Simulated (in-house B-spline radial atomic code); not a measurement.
Ionising Si III (Si2+) with different functionals

Computed with a B-spline radial code for spherical atoms: four-component Dirac-Coulomb Hamiltonian, Fermi nucleus of rms radius 3.1224 fm, spin-restricted, spherical fractional occupations for the functionals. The ionisation energy is the difference of two self-consistent energies, [Ne] 3s2 → [Ne] 3s1, without Breit or QED terms; ε is the level of the shell that loses the electron (mean over j).

Hybrids are left out here: with spherical fractional occupations of an open shell their exact exchange keeps a self-interaction that integer-occupation calculations don't have.

| method | rung | ΔSCF (eV) | -ε(3s) (eV) |
| --- | --- | --- | --- |
| LDA VWN5 | LDA | ? | ? |
| relativistic LDA | LDA | 34.13 | 28.65 |
| LDA PW92 | LDA | 34.14 | 28.66 |
| LDA exchange-only | LDA | 32.86 | 27.37 |
| PBE | GGA | 33.97 | 28.54 |
| PBEsol | GGA | ? | ? |
| BLYP | GGA | 34.00 | 28.48 |
| RPBE | GGA | 33.85 | 28.47 |
| PW91 | GGA | 34.04 | 28.61 |
| BP86 | GGA | 34.12 | 28.68 |
| AM05 | GGA | 33.85 | 28.44 |
| OLYP | GGA | 33.63 | 28.30 |

(1) What does PBEsol give?

(2) What does LDA VWN5 give?

(3) How do they compare with the NIST value?

Answers

(1) ΔSCF 33.90 eV, and -ε(3s) = 28.49 eV.

(2) ΔSCF 34.14 eV, and -ε(3s) = 28.66 eV.

(3) NIST lists 33.493 eV (measured, ground level to ground level). Errors run from -0.64 to +0.65 eV; OLYP is closest (+0.14 eV), but part of that can be cancellation, since the calculations leave out Breit-QED terms, spin polarisation, the near-degeneracy of s² and p².
